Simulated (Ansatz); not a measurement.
Si(NCO)2Me2 (C₄H₆N₂O₂Si). Charge 0, multiplicity 1. Geometry PBE-D4/def2-SVP; atoms count from 1.

Cartesian coordinates in Å:
```
Si 0.006 0.005 -0.104
N -0.684 1.207 0.942
C -1.145 1.963 1.766
O -1.598 2.715 2.558
N 0.577 -1.291 0.901
C 0.943 -2.123 1.699
O 1.305 -2.948 2.465
C 1.462 0.756 -1.006
H 1.946 0.003 -1.660
H 2.218 1.129 -0.286
H 1.134 1.606 -1.637
C -1.331 -0.652 -1.233
H -1.741 0.160 -1.867
H -2.163 -1.085 -0.643
H -0.928 -1.444 -1.897
```

Question: Estimate the Mulliken populations from the PBE0/def2-TZVP orbitals of Ansatz.

Answer: 
```json
{"atom": "Si1", "charge (e)": "0.37"}
{"atom": "N2", "charge (e)": "-0.23"}
{"atom": "C3", "charge (e)": "0.31"}
{"atom": "O4", "charge (e)": "-0.25"}
{"atom": "N5", "charge (e)": "-0.23"}
{"atom": "C6", "charge (e)": "0.31"}
{"atom": "O7", "charge (e)": "-0.25"}
{"atom": "C8", "charge (e)": "-0.46"}
{"atom": "H9", "charge (e)": "0.15"}
{"atom": "H10", "charge (e)": "0.15"}
{"atom": "H11", "charge (e)": "0.15"}
{"atom": "C12", "charge (e)": "-0.46"}
{"atom": "H13", "charge (e)": "0.15"}
{"atom": "H14", "charge (e)": "0.15"}
{"atom": "H15", "charge (e)": "0.15"}
```
Mulliken values depend strongly on the basis.

Question: And the Mayer bond orders between heavy atoms (over 0.3)?

Answer: Si1–N2 1.06 (1.74 Å); Si1–N5 1.06 (1.74 Å); Si1–C8 1.03 (1.87 Å); Si1–C12 1.03 (1.87 Å); N2–C3 2.04 (1.21 Å); C3–O4 2.10 (1.18 Å); N5–C6 2.04 (1.21 Å); C6–O7 2.10 (1.18 Å).
